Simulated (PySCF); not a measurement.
H₂O₃S, SMILES O=S(O)O.

Geometry optimised at B3LYP-D3(BJ)/def2-SVP. One conformer was computed; it need not be the lowest.

These are TDDFT-PBE/def2-SVPD run with PySCF values and carry that method's errors.

Vertical excitations. Isolated molecule, no solvent. State labels are in the subgroup Cs.

Computed excitation energies, oscillator strengths and character:
```csv
state,symmetry,energy (eV),λ (nm),f,main pairs
S1,A",6.32,196,0.036,HOMO→LUMO 95 %
S2,A',6.46,192,0.022,"HOMO→LUMO+1 68 %, HOMO−1→LUMO 26 %"
S3,A",6.75,184,0.001,HOMO−1→LUMO+1 98 %
S4,A',6.88,180,0.039,"HOMO→LUMO+2 76 %, HOMO−1→LUMO 22 %"
S5,A',7.18,173,0.044,"HOMO−1→LUMO 35 %, HOMO−2→LUMO 25 %, HOMO→LUMO+1 19 %, HOMO→LUMO+2 15 %"
S6,A",7.25,171,0.004,HOMO−1→LUMO+2 97 %
S7,A',7.64,162,0.031,HOMO−2→LUMO 71 %
S8,A",7.68,161,0.049,"HOMO→LUMO+3 83 %, HOMO−2→LUMO+1 16 %"
S9,A",7.74,160,0.024,"HOMO−2→LUMO+1 70 %, HOMO→LUMO+3 15 %"
S10,A',7.92,157,0.089,HOMO→LUMO+4 85 %
T1,A",5.56,223,0,HOMO→LUMO 98 %
T2,A',5.69,218,0,HOMO→LUMO+1 93 %
T3,A',6.08,204,0,HOMO−1→LUMO 97 %
T4,A",6.45,192,0,HOMO−1→LUMO+1 98 %
```
Triplets are in the Tamm–Dancoff approximation, which puts them higher than full response would, so one can lie above its singlet here.
